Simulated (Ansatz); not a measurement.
Cost against result

Saddle point of C2H7Zn, doublet (CH₄Zn ([CH3][ZnH]) + CH₃ → C₂H₅Zn ([CH2][Zn][CH3]) + H₂; bonds formed: H1–H5, Zn3–C4; bonds broken: H1–C2, Zn3–H5), PBE0-D4/def2-TZVP structure:

H1  (2.128, -0.015, -0.739)
C2  (0.964, 0.461, -1.278)
Zn3  (-0.410, 0.066, 0.017)
C4  (-1.763, -0.349, 1.340)
H5  (2.976, -0.284, -0.502)
H6  (0.964, -0.082, -2.224)
H7  (1.248, 1.502, -1.439)
H8  (-1.999, -1.416, 1.336)
H9  (-2.687, 0.201, 1.144)
H10  (-1.422, -0.085, 2.344)
(Å)

Barriers are electronic and count from the start structure reached by relaxing down the imaginary mode. Spin–orbit coupling is left out.

Program: Ansatz 0.2.0. Basis: as named in each row. Cores are frozen in the correlated methods; orbitals are unrestricted. The 3s and 3p shells of Cu and Zn are frozen; filled d shells are correlated. B3LYP uses VWN-RPA correlation. Extrapolation: Hartree–Fock as exp(−7.88 √X), correlation as X^−2.97.

Times are rough, for one single point on 8 threads of a shared host (Arm Neoverse V1).

The estimate by CCSD(T) at an estimated basis limit (MP2 extrapolated from triple and quadruple zeta, plus CCSD(T) − MP2 in triple zeta) is 80.0 kJ/mol.

```
      method       basis  time (s)  barrier (kJ/mol)  method less estimate
       SPW92    def2-SVP   under 1              35.4                 -44.6
    B3LYP-D4       6-31G   under 1              65.8                 -14.2
      PBE-D4    def2-SVP   under 1              52.5                 -27.5
     PBE0-D4    def2-SVP   under 1              65.2                 -14.8
       SPW92  def2-TZVPP   under 1              40.7                 -39.3
          HF      STO-3G         1             240.3                 160.2
      PBE-D4  def2-TZVPP         2              57.5                 -22.5
     BLYP-D4  def2-TZVPP         2              65.2                 -14.8
    B3LYP-D4  def2-TZVPP         3              74.4                  -5.6
    BHLYP-D4  def2-TZVPP         3              90.7                  10.7
     PBE0-D4  def2-TZVPP         3              69.5                 -10.5
CAM-B3LYP-D4  def2-TZVPP         3              77.8                  -2.2
    PBE-QIDH  def2-TZVPP         4              77.4                  -2.6
   r2SCAN-D4  def2-TZVPP         4              74.0                  -6.0
      B2PLYP  def2-TZVPP         4              75.6                  -4.4
     wB97M-V    def2-SVP         4              75.1                  -4.9
  RPA on PBE  def2-TZVPP         4              80.8                   0.8
      PBE-D4      STO-3G         5             176.0                  96.0
     CCSD(T)    def2-SVP         6              85.2                   5.2
  r2SCAN0-D4  def2-TZVPP         6              80.9                   0.9
     wB97X-V  def2-TZVPP         6              80.9                   0.9
      B97M-V  def2-TZVPP         8              83.3                   3.3
     wB97M-V  def2-TZVPP         8              82.5                   2.5
         MP2  def2-QZVPP        13              74.3                  -5.7
     CCSD(T)  def2-TZVPP       200              83.0                   3.0
```

All methods are single points on the PBE0-D4 structures.

No T1 diagnostic of these runs exceeds 0.016. ⟨S²⟩ of the unrestricted Hartree–Fock references: 0.76 to 0.79 (a pure state has 0.75).

Labels in which every atom is bracketed show which atoms are joined, not bond orders.
